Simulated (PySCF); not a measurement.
Vertical excitation energies

C₅H₇NO₂.
SMILES: `CC(=O)/C=C\C(N)=O`

Method used: PySCF, TDDFT PBE0/def2-SVPD, vertical, gas phase, core orbitals frozen in the response. The structure is a single GFN2-xTB conformer in the gas phase; no vibrational or solvent corrections. Torsions of this conformer, `[CH3:1][C:2](=[O:3])/[CH:4]=[CH:5]\[C:6]([NH2:7])=[O:8]`: C1–C2–C4–C5 157°, C4–C5–C6–N7 31°, H–N7–C6–C5 -177°, H–N7–C6–C5 -14°.

| state | E (eV) | E (hartree) | f | main configurations (H = HOMO, L = LUMO) |
| --- | --- | --- | --- | --- |
| S1 | 3.64 | 0.1337 | 0.0050 | H→L (80%), H-2→L (15%) |
| S2 | 3.75 | 0.1378 | 0.0020 | H-2→L (68%), H→L (16%), H-1→L (12%) |
| S3 | 4.33 | 0.1592 | 0.011 | H-1→L (85%), H-2→L (13%) |
| S4 | 5.63 | 0.2069 | 0.290 | H-3→L (92%) |
| S5 | 5.99 | 0.2200 | 0.0032 | H→L+1 (83%) |
| S6 | 6.41 | 0.2354 | 0.0021 | H-2→L+1 (76%), H-1→L+1 (12%) |

Triplets, Tamm–Dancoff:

```tsv
state	E (eV)	λ (nm)	main configurations (H = HOMO, L = LUMO)
T1	3.24	382.7	H-2→L (68%), H-1→L (15%), H→L (10%)
T2	3.25	381.9	H→L (59%), H-3→L (22%), H-2→L (12%)
```

The lowest singlet comes at 341 nm (351 kJ/mol) in the ultraviolet; it is weak; its leading configuration is HOMO→LUMO (80%). The most intense listed level is S4 at 5.63 eV (220 nm, f = 0.290), 1.99 eV above S1. Löwdin shares by element: HOMO oxygen 70% or more, carbon 17% or more, nitrogen 7%; LUMO carbon 58% or more, oxygen 17% or more (atoms not listed hold the other 24%). The oscillator strengths of these states sum to 0.313; summed over the whole spectrum of an exact calculation they would give the number of electrons, 60 (Thomas–Reiche–Kuhn). Of the 6 states listed, 2 reach f = 0.01 and none stays under 0.0005. Weighted by f, the mean energy of these states is 5.55 eV. No computed singlet lies in the visible range (380 to 750 nm); the lowest, at 341 nm, stands 0.38 eV above its violet end (3.26 eV); a Tamm–Dancoff triplet lies at 383 nm, without intensity as long as spin–orbit coupling is left out. Only the lowest 6 singlets were computed, as vertical energies without vibronic structure.
